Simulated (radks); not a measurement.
Ca IX, 12 electrons, occupied as [Ne] 3s2. Method: scalar-relativistic Kohn-Sham, LDA (Slater exchange, Perdew-Wang correlation), spin-polarised, spherical densities, point nucleus; computed with a radial shooting solver on a logarithmic mesh with Libxc functionals.

Radial electron density D(r) = 4 pi r^2 rho(r):

```
   r/bohr * D(r) (the largest magnitude, 23.9, reaches the edge; | marks zero)
 0.002797 |*
 0.003154 |*
 0.003528 | *
 0.003946 | *
 0.004413 |  *
 0.004976 |  *
 0.005566 |   *
 0.006225 |    *
 0.007019 |     *
 0.007851 |      *
 0.008781 |        *
 0.009822 |         *
  0.01107 |            *
  0.01239 |              *
  0.01385 |                 *
  0.01562 |                    *
  0.01747 |                       *
  0.01954 |                           *
  0.02186 |                               *
  0.02465 |                                   *
  0.02757 |                                       *
  0.03083 |                                           *
  0.03477 |                                              *
  0.03889 |                                                 *
  0.04349 |                                                    *
  0.04865 |                                                     *
  0.05485 |                                                     *
  0.06135 |                                                    *
  0.06862 |                                                  *
  0.07737 |                                               *
  0.08654 |                                            *
   0.0968 |                                         *
   0.1083 |                                      *
   0.1221 |                                     *
   0.1365 |                                     *
   0.1527 |                                        *
   0.1722 |                                           *
   0.1926 |                                                *
   0.2154 |                                                   *
    0.241 |                                                      *
   0.2717 |                                                      *
   0.3039 |                                                   *
   0.3399 |                                              *
   0.3832 |                                      *
   0.4286 |                              *
   0.4794 |                      *
   0.5363 |               *
   0.6046 |          *
   0.6763 |        *
   0.7564 |       *
   0.8529 |      *
    0.954 |     *
    1.067 |    *
    1.193 |   *
    1.346 |  *
    1.505 | *
    1.684 |*
    1.898 *
    2.123 *
    2.375 *
    2.656 *
    2.995 *
```

D(r) has 2 maxima, at r = 0.0523, 0.257 bohr, and minima at 0.125 bohr, inside which lie 2.17 electrons.
